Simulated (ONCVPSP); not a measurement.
## O: from the effect back to the setting (ONCV)

Base potential:

ONCVPSP 4.0.1 input, shortened (lines: element, Z, core and valence counts, functional; n l f; lmax; l rc ep ncon nbas qcut; lloc lpopt rc5 dvloc0; l nproj debl; icmod fcfact rcfact), PBE, non-relativistic:

```
  O 8.00    1    2        4      upf
    1    0    2.00
    2    0    2.00
    2    1    3.50
    1
    0    0.95    0.00    4    7    6.60
    1    2.10    0.00    4    8    8.40
    4    4    0.65    3.00
    0    1    4.00
    1    2    0.60
    3    5.25    1.45
```

Cutoffs, loose and tight: the cutoffs (Ha) at which the residual kinetic energy of the hardest occupied pseudo-wave falls to 1 and 0.1 mHa per electron. They do not see the model core or the augmentation charge, which bear on the density cutoff. Test errors are all-electron minus pseudo excitation energies from the reference, over the configurations 2s2 2p4; 2s2 2p3; 2s2 2p2; 2s1 2p4; variants that change the core or the reference have their own tests.

Only the p radius is moved (2 further runs of the sweep failed or gave no value and are left out):

```csv
p radius (bohr),"cutoff, loose","cutoff, tight",bound ghosts,largest test error (meV),median size of the test errors
1.52,101 Ha,133 Ha,none,+205,17.8 meV
1.64,101 Ha,133 Ha,none,+254,25.0 meV
1.88,101 Ha,133 Ha,none,+370,42.1 meV
2.02,101 Ha,133 Ha,none,+449,53.5 meV
2.22,101 Ha,133 Ha,none,+563,70.3 meV
2.84,101 Ha,133 Ha,none,+1031,137.4 meV
```

Task: One more run gave cutoff, loose: 101 Ha; cutoff, tight: 133 Ha; bound ghosts: none; largest test error (meV): +724; median size of the test errors: 93.9 meV. Which value of the p radius was used?

Result: 2.5 bohr. The median size of the test errors moves one way along this sweep, from 17.8 meV at 1.52 to 137.4 meV at 2.84 bohr, which places the run between 2.22 and 2.84 bohr.
